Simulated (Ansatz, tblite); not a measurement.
Cost and result up the ladder for [(OH)3Hf]2S (Hf₂SO₆H₆) (15 atoms). Total charge 0; singlet. Geometry: r2SCAN-D4/def2-SVP.

```xyz
15

Hf    1.2383    0.4795   -1.5276
O     0.7871    1.8620   -2.7948
O     2.7621   -0.5786   -2.0633
O    -0.3658   -0.6275   -1.0105
S     1.3826    1.2672    0.7220
Hf   -0.6408   -0.2233    1.2656
O    -1.0395    0.6069    2.9616
O    -0.1657   -2.0484    1.7234
O    -2.4523   -0.0917    0.4324
H     0.6671    2.6651   -3.3027
H     3.5644   -1.0943   -2.1476
H    -1.2908   -0.7319   -1.2869
H    -1.0869    1.1831    3.7245
H    -0.0898   -2.7363    2.3873
H    -3.2700    0.0681    0.9167
```

Ansatz on 2 threads of AMD EPYC 7R13 on a shared host and a share (18 GiB) of an NVIDIA H100 80GB HBM3; xTB runs through tblite on one thread. Times are rough, summed over both states, and most runs start from the orbitals of an earlier one. PBE0-D4/def2-TZVP serves as the yardstick here, not as an exact answer. The other state is a triplet.

In the def2 sets Hf takes a core potential; there is no spin–orbit coupling. The xTB rows come from tblite.

xTB has no spin-polarisation term.

| level | functions | wall time | vertical triplet (eV) | difference from PBE0-D4/def2-TZVP (eV) |
| --- | --- | --- | --- | --- |
| GFN1-xTB | 63 | 0.038 s | 3.43 | -1.14 |
| GFN2-xTB | 57 | 0.046 s | 3.08 | -1.49 |
| PBE-D4/def2-TZVP | 339 | 20 s | 4.41 | -0.16 |
| r2SCAN-D4/def2-TZVP (with forces) | 339 | 21 s | 4.58 | 0.01 |
| PBE0-D4/def2-TZVP | 339 | 23 s | 4.58 | 0.00 |
